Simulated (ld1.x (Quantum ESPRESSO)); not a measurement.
# Al (Z = 13), ultrasoft: configuration errors across variants

| Property | Result |
| --- | --- |
| Element | aluminium (Al) |
| Generator | ld1.x (Quantum ESPRESSO) 7.5 |
| Type | ultrasoft |
| Functional | PBE |
| Relativity | scalar-relativistic |
| Frozen core | [Ne] |
| Valence charge | 3 |
| Reference configuration | 3s2 3p1 |
| Partial waves | 3s (bound): rcut 1.55, rcutus 2.15 bohr; 3s channel at 0.05 Ry: rcut 1.55, rcutus 2.15 bohr; 3p (bound): rcut 2.25, rcutus 2.65 bohr; 3p channel at 0.45 Ry: rcut 2.25, rcutus 2.65 bohr |
| Local potential | all-electron potential smoothed inside 1.80 bohr (lloc = -1) |
| Core correction | none |
| Augmentation charge | PSQ, radius 1.25 bohr |

All-electron excitation energies from the reference (eV): (1) 3s2 3p0 5.761; (2) 3s1 3p0 24.987; (3) 3s2 3p0.5 2.086; (4) 3s1 3p1 11.571; (5) 3s2 3p1.3 -0.575; (6) 3s0 3p3 10.451; (7) 3s1 3p2 5.139.

2 further variants failed, have other tests or another functional or relativity, and are left out.

Errors AE − PS in meV (a dash: test not solved or not reliable):

```tsv
change	(1)	(2)	(3)	(4)	(5)	(6)	(7)	bound ghosts
base	-2.6	+6.5	-1.9	+6.2	+0.7	+40	+7.5	none
local potential all-electron potential smoothed inside 1.70 bohr (lloc = -1)	-2.6	+6.5	-1.9	+6.2	+0.7	+40	+7.5	none
all radii scaled by about 1.25 (s 2.70, p 3.32 bohr, rcut 1.94/2.82); local potential all-electron potential smoothed inside 2.26 bohr (lloc = -1); augmentation PSQ, radius 1.56 bohr	-3.0	+7.7	-0.5	+7.1	0.0	+42	+8.6	none
waves 3p (bound): rcut 2.25, rcutus 3.90 bohr; 3p channel at 0.45 Ry: rcut 2.25, rcutus 3.90 bohr	0.0	+8.4	+0.5	+11	+0.4	+43	+9.5	none
core correction a·sin(br)/r model core inside 1.82 bohr	-1.1	-5.1	-0.1	+0.7	0.0	+25	+4.6	none
```

(1) Give the same row for: waves 3s (bound): rcut 1.55, rcutus 3.24 bohr; 3s channel at 0.05 Ry: rcut 1.55, rcutus 3.24 bohr.

## Answers

(1) -2.4, +15, -4.1, +8.0, -3.3, +40, +9.1; bound ghosts: none.
